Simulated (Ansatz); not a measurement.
Consider the isomerisation: `C=C([SiH3])[SiH2]O` → `CC[Si]O[SiH3]`.

Gas-phase electronic energies from Ansatz, PBE0-D4/def2-TZVP geometries. CCSD(T)/CBS is the MP2 limit (def2-TZVPP, def2-QZVPP) plus CCSD(T) − MP2 in def2-TZVPP, frozen cores. DFT in def2-TZVPP. B3LYP here is the variant with VWN-RPA as its local correlation; programs differ in this. Each species was taken in one conformer, which may not be the lowest.

| level | ΔE (kcal/mol) |
| --- | --- |
| PBE0-D4 | -11.2 |
| B3LYP-D4 | -12.1 |
| B3LYP | -11.7 |
| CCSD(T)/def2-TZVPP | -11.1 |

**Question.** What does CCSD(T)/CBS give? (Best estimate.)

**Answer.** Ansatz gave: -10.7 kcal/mol. The listed levels differ from it by -0.5, -1.4, -1.0, -0.4 kcal/mol.

Largest T1 diagnostic among the species: 0.013.
